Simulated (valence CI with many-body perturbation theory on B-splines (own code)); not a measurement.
The numbers below are computed, except where a source is named.
## Cd27+: input, log and results

Level of theory: relativistic CI+MBPT: three valence electrons over a frozen Dirac-Fock core [Ar], radial functions for each j: 6 s, 6 p, 5 d, 5 f, 1 g, with the one-electron correlation potential Σ1 (screened to all orders), the two-electron term Σ2, the three-electron term Σ3, Breit, model QED; selected single and double excitations, second order for the rest, scaled by the run's own slope (own B-spline code, finite nucleus).

Command, and the settings that its task file holds:

```sh
python run_cv.py task.json out
```

```
atom Cd  Z=48  mass_number=114  rms_radius_fm=4.6087
core [Ar]
valence 3d3
avg = 1
basis = S
breit = 1
cap = 10000
capref = 1200
cscale = 1
de = 0.0
dress = 0
eps = 2e-08
extrap = 1
h = 0.8
hh = 1
l2 = 3
lcore = 6
maxit = 60
n2 = 5
natural = 1
nlev = 21
nno = [3, 3, 3, 3, 1]
nroot = 26
nsp = [3, 3, 2, 2, 0]
pt2 = 1
qed = 1
rpa = 1
s1 = 1
s2 = 1
s3 = 1
screen = 1
tol = 2e-05
whole = 1
```

It took 6.9 s on 1 thread of Intel(R) Xeon(R) 6975P-C (Granite Rapids), on a shared host.

Log. The first blocks belong to the next ion, which gives the ionisation energy. Fields: 2J, parity (1 odd), roots, reference size, generating configurations, candidates as configurations/state functions, variational space P, stored matrix elements, Davidson steps; e2 is the range of second-order energies in hartree. The first line gives the box (bohr), its intervals, the orbitals and the steps of their self-consistent field. Window is the range of levels sought, series limit the energy at which the first omitted orbital would enter, core excitation an estimate of the first excitation out of the core, left out the lowest levels not solved, and shifts from estimates the range by which levels moved from their first estimate, all in cm⁻¹.

```
rmax 4.1 intervals 34 orbitals 40 references ['3d3', '3d2 4s', '3d2 4p'] scf 3 t 0.3
2J=4 par=0 roots 2 ref 42 generators 3 cand 287/287 P 329/329 nnz 0 it 0
2J=4 par=0 roots 2 ref 42 generators 4 cand 6/6 P 335/335 nnz 0 it 0
   second order: generators 6 cand 0/0 e2 -0.00000 -0.00000
2J=6 par=0 roots 2 ref 32 generators 2 cand 239/239 P 271/271 nnz 0 it 0
2J=6 par=0 roots 2 ref 32 generators 4 cand 5/5 P 276/276 nnz 0 it 0
   second order: generators 11 cand 6/6 e2 -0.00000 -0.00000
2J=0 par=0 roots 2 ref 17 generators 2 cand 107/107 P 124/124 nnz 0 it 0
2J=0 par=0 roots 2 ref 17 generators 2 cand 1/1 P 125/125 nnz 0 it 0
   second order: generators 4 cand 0/0 e2 -0.00000 -0.00000
reference levels 431, estimated 19, window 350145 1/cm; series limit 8125140, core excitation 1277648
2J=3 par=0 roots 5 ref 31 generators 4 cand 85/185 P 744/1807 nnz 0 it 3
2J=3 par=0 roots 5 ref 31 generators 4 cand 57/119 P 801/1926 nnz 0 it 3
   second order: generators 5 cand 387/969 e2 -0.00000 -0.00000
2J=5 par=0 roots 5 ref 33 generators 3 cand 99/243 P 739/2072 nnz 0 it 3
2J=5 par=0 roots 5 ref 33 generators 3 cand 68/164 P 807/2236 nnz 0 it 4
   second order: generators 4 cand 399/1191 e2 -0.00000 -0.00000
2J=7 par=0 roots 3 ref 25 generators 2 cand 108/254 P 683/1886 nnz 0 it 3
2J=7 par=0 roots 3 ref 25 generators 2 cand 62/146 P 745/2032 nnz 0 it 3
   second order: generators 2 cand 23/49 e2 -0.00000 -0.00000
2J=9 par=0 roots 3 ref 18 generators 3 cand 78/167 P 615/1504 nnz 0 it 3
2J=9 par=0 roots 3 ref 18 generators 3 cand 42/77 P 657/1581 nnz 0 it 3
   second order: generators 3 cand 8/34 e2 -0.00000 -0.00000
2J=1 par=0 roots 2 ref 19 generators 2 cand 75/116 P 664/1051 nnz 0 it 0
2J=1 par=0 roots 2 ref 19 generators 2 cand 35/55 P 699/1106 nnz 0 it 0
   second order: generators 2 cand 21/21 e2 -0.00000 -0.00000
2J=11 par=0 roots 1 ref 6 generators 1 cand 37/78 P 426/926 nnz 0 it 0
2J=11 par=0 roots 1 ref 6 generators 1 cand 29/50 P 455/976 nnz 0 it 0
   second order: generators 1 cand 47/67 e2 -0.00000 -0.00000
left out: unestimated 4812977, estimated none, shifts from estimates -0 to 0
operators 0.5
```

The Davidson iterations converged. The settings are bad on purpose, so the numbers may not be properties of the ion.

The last digits are not significant, and no measured levels were compared; by estimate large intervals hold to a few tenths of a per cent, small ones and those within an open d or f shell to about a per cent. Only levels of the ground parity were solved; by the run's estimate the other parity begins above the list, which can be wrong where configurations are misplaced.

```yaml
Valence_energy: -171.7184 hartree
Ionisation_energy: "1477.8 eV (NIST: 1477 ± 4 eV (theoretical))"
Reference_configurations_for_the_orbitals: 3d3, 3d2 4s, 3d2 4p
Radial_orbitals: 40
Box_radius: 4.093 bohr
Largest_variational_space: 2236
Lowest_levels: 3d³ ⁴F_3/2 0.0, 3d³ ⁴F_5/2 41679, 3d³ ⁴F_7/2 70666, 3d³ ⁴P_3/2 85335, 3d³ ⁴F_9/2 86562, 3d³ ⁴P_1/2 99737, 3d³ ²G_7/2 136410, 3d³ ²H_9/2 143140, 3d³ ⁴P_5/2 147090, 3d³ ²D_3/2 [a] 166380, 3d³ ²P_1/2 176710, 3d³ ²H_11/2 188190, 3d³ ²D_5/2 [a] 202420, 3d³ ²G_9/2 222270 cm⁻¹
```

Names give the largest LS component (configuration and term), which can be under half, so a name can repeat, a term be missing and a line seem to break the LS rules; names also repeat where a configuration has a term twice. Letters in brackets count levels of one name in rising energy.
